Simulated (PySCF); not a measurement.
Computed shifts of a molecule C6H10, PySCF with PBE0/pcSseg-1, GIAO, gas phase, equivalent atoms averaged, in ppm (number of nuclei): ¹³C: 88.6 (2), 18.9 (2), 17.7 (2). ¹H: 2.44 (4), 1.41 (6). References: ¹³C against TMS (σ = 186.3 ppm); ¹H against TMS (σ = 31.56 ppm), references at their B3LYP-D3(BJ)/def2-TZVP geometries, non-relativistic. Geometry optimised at B3LYP-D3(BJ)/def2-SVP. The values are those of a single conformer.

Identify the compound among the candidates.
(A) C#C[C@@H](C)CC
(B) C=CC/C=C/C
(C) C1CC1C1CC1
(D) CCC#CCC

D, CCC#CCC
